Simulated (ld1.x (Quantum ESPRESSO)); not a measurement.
**Ranking PAW potentials for oxygen**

All share these settings but for the change named:

ld1.x (Quantum ESPRESSO) 7.5 input, shortened:

```
&input
   title='O', zed=8., rel=0, dft='PBE', iswitch=3,
   config='[He] 2s2 2p4'
 /
 &inputp
   pseudotype=3, lpaw=.true., tm=.true., lloc=-1, rcloc=0.60,
   nlcc=.true., new_core_ps=.true., rcore=0.40,
   which_augfun='BESSEL', rmatch_augfun=0.70
 /
4
2S  1  0   2.00   0.00  0.70  0.80  0.0
2S  1  0   0.00  -1.35  0.70  0.80  0.0
2P  2  1   4.00   0.00  0.85  1.15  0.0
2P  2  1   0.00   0.85  0.85  1.15  0.0
 &test
   configts(1)='2s2 2p4'
 /
```

Test errors are all-electron minus pseudo excitation energies from the reference, over 2s2 2p3; 2s2 2p2; 2s2 2p1; 2s1 2p4; 2s2 2p0; 2s1 2p5; 2s2 2p4.3. None of these files shows a bound ghost.

The base gives 22.9 meV.

Of 7 variants that were run, those that failed, showed a ghost or another fault, or gave nearly equal values are left out.

A variant can come out equal or close to the base, since the largest error may sit in a test that the change hardly touches while other tests move.

Rank these variants by their largest absolute test error, smallest first.
A. wave 2s channel at -1.35 Ry: rcut 0.70, rcutus 0.80 bohr becomes 2s channel at 1.53 Ry: rcut 0.70, rcutus 0.80 bohr
B. wave 2s channel at -1.35 Ry: rcut 0.70, rcutus 0.80 bohr becomes 2s channel at -0.96 Ry: rcut 0.70, rcutus 0.80 bohr
C. wave 2s channel at -1.35 Ry: rcut 0.70, rcutus 0.80 bohr becomes 2s channel at 3.38 Ry: rcut 0.70, rcutus 0.80 bohr

C (17.0 meV), A (19.3 meV), B (22.5 meV).
